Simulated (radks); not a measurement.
The mean radii <r> (bohr) of the occupied orbitals of an atom or ion are listed with their occupations. Method: Dirac Kohn-Sham, BLYP, spin-unpolarised, spherical densities, finite nucleus; Fermi nuclear charge, rms radius of each element as measured or else 0.836 A^(1/3) + 0.57 fm; computed with a radial shooting solver on a logarithmic mesh with Libxc functionals.

| orbital | occ. | <r> |
|---|---|---|
| 1s1/2 | 1 | 1.636 |

Name the element and its charge. Open shells, if any, fill j = l - 1/2 first.

Answer. Z = 1, hydrogen, charge 0: H in 1s1. The 1s radius gives Z: for a bare nucleus <r> = (2 gamma + 1)/(2Z) with gamma = sqrt(1 - (Z/c)^2), 1.5 bohr for Z = 1, and the self-interaction of the functional makes it slightly larger (1.636 here). The occupations add up to 1, and the charge is Z minus that.
